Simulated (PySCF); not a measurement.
## Relaxation of singlet TiH4

These are results of PBE0/[Ti def2-TZVP, H def2-TZVP], no relativity, density fitting, PySCF, not measurements. A (50,194) grid was used.

A hand-made square planar start, of D4h symmetry, held to at least that symmetry:

```xyz
5
charge 0 multiplicity 1, angstrom
Ti    0.0000    0.0000    0.0000
H     1.6800    0.0000    0.0000
H     0.0000    1.6800    0.0000
H    -1.6800    0.0000    0.0000
H     0.0000   -1.6800    0.0000
```

Optimiser trace:
```tsv
step	E − E(last) (kJ/mol)	largest gradient (Eh/bohr)
0	16.55	0.02126
1	5.07	0.01124
2	0.13	0.00168
3	0.00	0.00014
4	0.00	0.00000
```

It ends at D4h with Ti–H 1.763 Å (×4); H–Ti–H 90.0° (×4), H–Ti–H 180.0° (×2). No frequency check is given, so it may be a saddle point.

Final geometry:
Z-matrix (Å, degrees; charge 0 multiplicity 1):
```
Ti
H  1 1.7627
H  1 1.7627 2 90.00
H  1 1.7627 3 90.00 2 180.00
H  1 1.7627 2 90.00 3 180.00
```

The relaxation took roughly 9 core-seconds on a shared host.
